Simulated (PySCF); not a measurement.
# What a mistake does to a calculation on AlBCH5O

All numbers below are calculated, not measured. The program is PySCF 2.14.0, an open-source quantum chemistry code, run on an isolated molecule that a program drew, which may never have been made. The molecule is AlBCH5O (charge 0, doublet), drawn as the SMILES string `[BH][Al]([CH3])[OH]`.

Each row is a Hartree-Fock (HF) and frozen-core CCSD(T) single point in the cc-pV(D+d)Z basis, meant for a local HF minimum. Run 1 is clean. Each other run has one planted mistake out of seven kinds, and not every kind appears here: one electron removed, one electron added, multiplicity raised by two, geometry at a saddle point, minimal basis STO-3G, one bond length entered in bohr, all coordinates scaled. The reference is restricted for singlets and unrestricted otherwise, and also for a bond in bohr. Adding or removing an electron swaps singlet and doublet. Electrons count all cores. HOMO and LUMO are orbital energies over both spins, the gradient is its largest component, and the lowest frequency (negative if imaginary) is given only where the gradient is small. Bond lengths are over the 8 bonds as drawn. T1 is the CCSD diagnostic: over 0.02 (restricted) or 0.045 (unrestricted) a single reference is doubtful.

Geometry of the clean run:
```xyz
9
AlBCH5O, angstrom
B    -2.2292   -0.1333   -1.6225
Al   -1.2350   -0.1134    0.1840
C    -0.6935   -1.7408    1.1370
O    -0.9083    1.4338    0.8005
H    -2.8139   -0.1598   -2.6582
H    -0.9780   -2.6515    0.5997
H    -1.1514   -1.7910    2.1321
H     0.3925   -1.7737    1.2853
H    -0.4686    1.6769    1.5971
```

```
run  electrons  basis functions  <S^2>  HOMO (eV)  LUMO (eV)  gradient (hartree/bohr)  lowest frequency (cm^-1)  mean bond (Å)  longest bond (Å)      T1  HF (hartree)  CCSD(T) (hartree)               mistake
  1         37               90  0.759      -7.99       1.30                  3.6e-05                        54         1.3926             2.062  0.0129    -382.23734         -382.74651              no fault
  2         38               90  0.000       0.13       7.34                  5.1e-02                         -         1.3926             2.062  0.0141    -382.19555         -382.74174    one electron added
  3         36               90  0.000     -16.00      -6.18                  6.8e-02                         -         1.3926             2.062  0.0163    -381.97885         -382.47667  one electron removed
  4         37               29  0.766      -5.62       7.39                  6.7e-02                         -         1.3926             2.062  0.0154    -377.47597         -377.65575                     ?
```

**Which mistake was planted in run 4, and what did it cost?**

It has 29 basis functions where the clean run has 90, with the same electrons and geometry. So the mistake is: minimal basis STO-3G. Subtracting run 1 and multiplying by 627.51 kcal/mol a hartree, the energy moved by 2987.8 kcal/mol in HF and 3194.5 kcal/mol in CCSD(T).

Cautions from the logs. Run 2: the HOMO is above zero, so the electron isn't bound and the energy depends on the basis.
